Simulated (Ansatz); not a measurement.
Job for Ansatz (an electronic-structure program): R-PBE0/def2-TZVPP on BCl2HO (SMILES OB(Cl)Cl), a point of a torsion scan.

Ansatz 0.2 input:
```yaml
crystal:
  periodic: [false, false, false]
  atoms:
    - {symbol: O, position_ang: [-0.88054832, -0.47956662, 0.22119608]}
    - {symbol: B, position_ang: [0.33734593, 0.02218408, 0.11007781]}
    - {symbol: Cl, position_ang: [0.80020182, 1.45882304, 0.97992736]}
    - {symbol: Cl, position_ang: [1.56969668, -0.82375497, -0.78020897]}
    - {symbol: H, position_ang: [-1.70013543, -0.35297855, -0.24057493]}
basis:
  gaussian:
    orbitals: def2-TZVPP
hamiltonian:
  xc: {name: PBE0}
scf: {lower_state_search: off}
```

Program output:

```
WARN ansatz: RAYON_NUM_THREADS=1 ignored (pool sized by the plan → 1); use --threads N
Functional definition: PBE0
these checks for a lower state are left out or cut short: stability, starts, cluster_reference, orbital_swaps, neighbouring_geometries, increment
integrals: 0.08 GiB planned
1029 factors; their error is unknown
mean field: 0.65 GiB planned
mean field evaluation 1: about -27774.6691 eV, gradient 5.1e1 eV
mean field evaluation 2: about -27767.8453 eV, gradient 8.0e1 eV
mean field evaluation 4: about -27778.7929 eV, gradient 2.1e0 eV
mean field evaluation 8: about -27778.8001 eV, gradient 3.5e-2 eV
mean field evaluation 16: about -27778.8733 eV, gradient 1.3e-5 eV
mean field -27778.87329042 eV, -1020.8547642262 hartree, gradient 3.5e-6 eV, S^2 0.000000; 0 other end points of the search recorded, 0 dependent functions left out
reference -27778.87331566 eV, -1020.8547651540 hartree; 24, 24 occupied and 136, 136 virtual orbitals, 1029 factors
Total energy: -27778.87331566 eV, -1020.8547651540 hartree
Checks for a lower state left out: stability, starts, cluster_reference, orbital_swaps, neighbouring_geometries, increment
```

Self-consistency was reached.

Cost: around 3.0 core-seconds (rough).
